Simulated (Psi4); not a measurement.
tin monoxide (OSn), singlet, at a GFN2-xTB geometry (such geometries of metal compounds can be far from the true shape) (core potentials on Sn).

Psi4 was given this input:
```
memory 2 GB

molecule {
0 1
Sn   -0.00000000   -0.00000000   -0.24879316
O     0.00000000    0.00000000    1.55495727
}

set {
  basis def2-sv(p)
}

energy('m06-2x')
print_variables()
```

Question: Predict the number of basis functions from M06-2X/def2-SV(P) run with Psi4 1.11.

Answer: 40

Question: What is the computed nuclear repulsion energy (M06-2X/def2-SV(P))?

Answer: 51.6342 Eh

Question: Estimate the dipole moment that M06-2X/def2-SV(P) returns for this input.

Answer: 4.09 D

Question: What is the computed total energy (M06-2X/def2-SV(P))?

Answer: -289.3333 Eh
